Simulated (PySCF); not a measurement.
Frontier levels across methods

CH₉PSi₂.
Atom-mapped SMILES: `[SiH3:1][CH2:2][SiH2:3][PH2:4]` (hydrogens: H5, H6, H7 on Si1; H8, H9 on C2; H10, H11 on Si3; H12, H13 on P4)

Geometry (PBE0-D3(BJ)/def2-SVP, Å), atoms numbered from 1 in this order:
```xyz
13
CH9PSi2 angstrom
Si    -2.2035   -0.4096   -0.2749
C     -0.4871   -0.8274    0.3778
Si     0.9208    0.1372   -0.4131
P      2.8945   -0.5786    0.4476
H     -2.5137    1.0316   -0.0244
H     -3.2465   -1.2437    0.3986
H     -2.2730   -0.6584   -1.7476
H     -0.4740   -0.6474    1.4670
H     -0.3011   -1.9050    0.2294
H      0.9651   -0.1298   -1.8842
H      0.7090    1.6054   -0.2134
H      2.7263    0.1365    1.6741
H      3.6510    0.4679   -0.1624
```

Basis pcSseg-2 throughout (PySCF), one geometry. One conformer (not necessarily the lowest) at the PBE0-D3(BJ)/def2-SVP geometry, without solvent, vibrations or thermal averaging.

**Question.** How do the orbital energies, the gap and the dipole change with the method?

**Answer.** 
```tsv
method	kind	HOMO (eV)	LUMO (eV)	gap (eV)	μ (D)	SCF cycles
BLYP	GGA	-6.26	-0.78	5.48	0.59	14
B97-D	GGA	-6.37	-0.77	5.61	0.61	14
OPBE	GGA	-6.42	-0.71	5.71	0.66	15
PBE	GGA	-6.42	-0.91	5.51	0.63	14
KT2	GGA	-6.47	-1.00	5.48	0.60	14
KT3	GGA	-6.48	-0.92	5.56	0.59	14
LDA	LDA	-6.50	-1.10	5.39	0.64	13
BP86	GGA	-6.51	-0.92	5.59	0.62	13
B97-2	global hybrid	-7.27	-0.10	7.18	0.62	12
B3LYP	global hybrid	-7.29	-0.33	6.96	0.59	12
PBE0	global hybrid	-7.51	-0.12	7.38	0.63	12
mPW1PW91	global hybrid	-7.53	-0.11	7.42	0.62	12
BHandHLYP	global hybrid	-8.46	0.61	9.07	0.59	11
CAM-B3LYP	range-separated hybrid	-8.75	0.76	9.51	0.60	12
wB97X-D	range-separated hybrid	-9.31	1.56	10.88	0.63	12
HF	Hartree–Fock	-9.98	2.43	12.41	0.62	10
LC-wPBE	range-separated hybrid	-10.09	1.88	11.98	0.66	12
```

The HOMO spans 3.84 eV, from BLYP down to LC-wPBE, and the gap runs from 5.39 eV (LDA) to 12.41 eV (HF). Over the methods BLYP (0 %), B97-D (0 %), OPBE (0 %), PBE (0 %), KT2 (0 %), KT3 (0 %), LDA (0 %), BP86 (0 %), B97-2 (21 %), B3LYP (20 %), PBE0 (25 %), mPW1PW91 (25 %), BHandHLYP (50 %), HF (100 %), a straight line through the gap against the share of exact exchange rises by 0.69 eV for each 10 % (correlation coefficient 0.999). The dipole ranges from 0.59 D (BLYP) to 0.66 D (LC-wPBE). This basis has no diffuse functions.
